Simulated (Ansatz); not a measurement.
An input meant for Cd6Te6H18 (charge 0, singlet).

```yaml
crystal:
  periodic: [false, false, false]
  atoms:
    - {symbol: Te, position_ang: [-0.003556, -1.756166, -1.916086]}
    - {symbol: Cd, position_ang: [-1.494709, -1.007626, -1.553974]}
    - {symbol: Cd, position_ang: [0.003221, -1.774466, 1.743817]}
    - {symbol: Te, position_ang: [-1.226659, -0.709548, 0.599908]}
    - {symbol: Te, position_ang: [-1.301389, 0.748693, -1.915705]}
    - {symbol: Cd, position_ang: [-1.536072, 0.887699, 1.493226]}
    - {symbol: Cd, position_ang: [1.491021, -0.864000, -1.560862]}
    - {symbol: Te, position_ang: [1.228989, -0.709846, 0.595266]}
    - {symbol: Te, position_ang: [1.514788, 0.749612, -2.238031]}
    - {symbol: Cd, position_ang: [-0.001285, 2.009728, -1.333263]}
    - {symbol: Cd, position_ang: [1.541675, 0.759662, 1.490588]}
    - {symbol: Te, position_ang: [0.001643, 1.417061, 0.598726]}
    - {symbol: H, position_ang: [-0.007388, -3.009333, 0.069095]}
    - {symbol: H, position_ang: [-0.001834, -2.738044, -1.360485]}
    - {symbol: H, position_ang: [-2.770307, -1.370466, -1.373379]}
    - {symbol: H, position_ang: [-0.005287, -3.375272, 0.465880]}
    - {symbol: H, position_ang: [0.004274, -2.198987, 2.252439]}
    - {symbol: H, position_ang: [-2.022844, -1.367598, 1.178587]}
    - {symbol: H, position_ang: [-2.033043, 1.170832, -1.364938]}
    - {symbol: H, position_ang: [-2.221208, 1.293754, 0.065355]}
    - {symbol: H, position_ang: [-2.914880, 1.450652, 0.456757]}
    - {symbol: H, position_ang: [-2.223398, 1.285706, 2.623198]}
    - {symbol: H, position_ang: [2.766027, -1.371720, -1.186208]}
    - {symbol: H, position_ang: [2.364488, -1.366858, 1.170917]}
    - {symbol: H, position_ang: [2.368368, 1.364429, -1.593406]}
    - {symbol: H, position_ang: [2.593440, 1.517858, 0.052251]}
    - {symbol: H, position_ang: [-0.001710, 3.194589, -1.376719]}
    - {symbol: H, position_ang: [2.230282, 1.283039, 2.619688]}
    - {symbol: H, position_ang: [2.499765, 1.454812, 0.389550]}
    - {symbol: H, position_ang: [0.003606, 2.338640, 1.175257]}
basis:
  gaussian: {orbitals: def2-mTZVPP, fitting: {mean_field: def2-universal-jkfit}}
hamiltonian: {xc: {name: B2PLYP}}
scf: {lower_state_search: light}
```

```sh
$ ansatz run in.yaml --threads 2 --pin off --events-out ev --progress --plain --max-ram 32768MiB --backend cuda --devices 0, --max-vram 18GiB
```

It prints (some lines left out):

```
Functional definition: B2PLYP
  name "B2PLYP"
  cite "Grimme, J. Chem. Phys. 124, 034108 (2006) doi:10.1063/1.2148954"
  cite "Becke, Phys. Rev. A 38, 3098 (1988) doi:10.1103/PhysRevA.38.3098"
  cite "Lee, Yang & Parr, Phys. Rev. B 37, 785 (1988) doi:10.1103/PhysRevB.37.785"
  parameter a = 0.53
  parameter c = 0.27
  exchange = (1 - a)*b88_x + a*exact_x
  correlation = (1 - c)*lyp_c + c*(mp2_os + mp2_ss)
3162 factors; integrals over basis functions are off by at most 5.1e-1 eV
mean field evaluation 1: about -71049.9429 eV, gradient 6.6e1 eV
mean field evaluation 2: about -71049.9331 eV, gradient 6.6e1 eV
mean field evaluation 4: about -71056.4144 eV, gradient 1.6e1 eV
mean field evaluation 8: about -71056.9029 eV, gradient 1.4e-1 eV
mean field evaluation 16: about -71056.9030 eV, gradient 1.3e-3 eV
mean field -71056.90300682 eV, -2611.2930214020 hartree, gradient 5.5e-6 eV, S^2 0.000000; 0 other end points of the search recorded, 0 dependent functions left out
24 core orbitals not correlated, not the lowest: weight in the atoms' cores, before any rotation towards them, 0.966 or more for the frozen orbitals, at most 0.046 for the correlated occupied ones
reference -71056.90326392 eV, -2611.2930308503 hartree; 117, 117 occupied and 363, 363 virtual orbitals, 3162 factors
second order -103.51961980 eV of doubles, -0.00000000 eV of singles
Total energy: -71084.85356127 eV, -2612.3201853324 hartree
```

(1) Something in this input is off. What?

Results:

(1) The geometry is squeezed to about two thirds of its size. The calculation finished and met its thresholds. The result belongs to that input, not to the species as meant.
